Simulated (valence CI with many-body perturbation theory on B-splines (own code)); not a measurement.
Values are calculated unless marked as measured or tabulated.
# Run record, Rh³¹⁺

The program does CI of the valence electrons with many-body perturbation theory for a frozen closed Dirac-Fock core.

Command, and the settings that its task file holds:

```sh
python run_cv.py task.json out
```

```
atom Rh  Z=45  mass_number=103  rms_radius_fm=4.4945
core [Ne]
valence 3s2 4p2
avg = 1
basis = S
breit = 1
cap = 10000
capref = 1200
cscale = 1
de = 0.0
dress = 0
eps = 2e-08
extrap = 1
h = 0.27
hh = 1
l2 = 3
lcore = 6
maxit = 60
n2 = 5
natural = 1
nlev = 21
nno = [3, 3, 3, 2, 1]
nroot = 26
nsp = [3, 3, 2, 1, 0]
pt2 = 1
qed = 1
rpa = 1
s1 = 1
s2 = 1
s3 = 1
screen = 1
tol = 2e-05
whole = 1
```

(1) What became of the run, and why?

Answers

(1) It gave no result: the start configuration must fill the lowest shells above the core. The program said: "4p is not the lowest shell of its kind above the core".
